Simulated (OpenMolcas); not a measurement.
**Ionisation energies of sulfur**

| Item | Value |
| --- | --- |
| Program | OpenMolcas 26.06 |
| Basis | ANO-RCC-VDZP [4s3p1d] |
| Scalar Hamiltonian | DKH2, point nucleus |
| Spin-orbit coupling | RASSI with atomic mean-field integrals over the reference wave functions, term energies averaged over their components |

Active shells in each charge state: the valence s, p shells, with orbitals averaged over the low states. Where CASPT2's correlated closed shells are named, they are those of the first ion.

A. CASSCF
B. SS-CASPT2, IPEA 0.25 Eh, imaginary shift 0.1 Eh (closed shells correlated: 2s 2p)
C. SS-CASPT2, IPEA 0 Eh, imaginary shift 0.1 Eh (closed shells correlated: 2s 2p)
D. SS-CASPT2, IPEA 0.25 Eh, imaginary shift 0.1 Eh (closed shells correlated: none)

Energies in eV between the lowest computed levels, named as in B; reference values from the NIST Atomic Spectra Database with their kind.

| From | To | A | B | C | D | Spin-orbit share in B | Reference |
| --- | --- | --- | --- | --- | --- | --- | --- |
| S2+ 3s2 3p2 3P0 | S3+ 3s2 3p 2P* 1/2 | 33.891 | 34.491 | 34.604 | 34.494 | -0.002 | 34.860 (semi-empirical) |
| S3+ 3s2 3p 2P* 1/2 | S4+ 3s2 1S0 | 46.100 | 46.716 | 46.818 | 46.721 | +0.063 | 47.222 (semi-empirical) |
| S4+ 3s2 1S0 | S5+ 3s 2S 1/2 | 72.132 | 72.176 | 72.177 | 72.171 | +0.000 | 72.594 (measured) |
| S5+ 3s 2S 1/2 | S6+ 2p6 1S0 | 87.374 | 87.389 | 87.390 | 87.374 | +0.000 | 88.053 (measured) |

Steps that some method lacks are left out, and so are those with a state whose active s or d shell is doubly occupied in every root (s and p with five to eight electrons, d10) over a frozen core shell of the same l, since the two then mix freely.

Error against the reference values, in %:

```csv
From,Reference,A,B,C,D
S2+,semi-empirical,-2.8,-1.1,-0.7,-1.0
S3+,semi-empirical,-2.4,-1.1,-0.9,-1.1
S4+,measured,-0.6,-0.6,-0.6,-0.6
S5+,measured,-0.8,-0.8,-0.8,-0.8
```

Mean absolute error over the 2 measured values: A 0.57 eV, B 0.54 eV, C 0.54 eV, D 0.55 eV.

* marks odd parity.
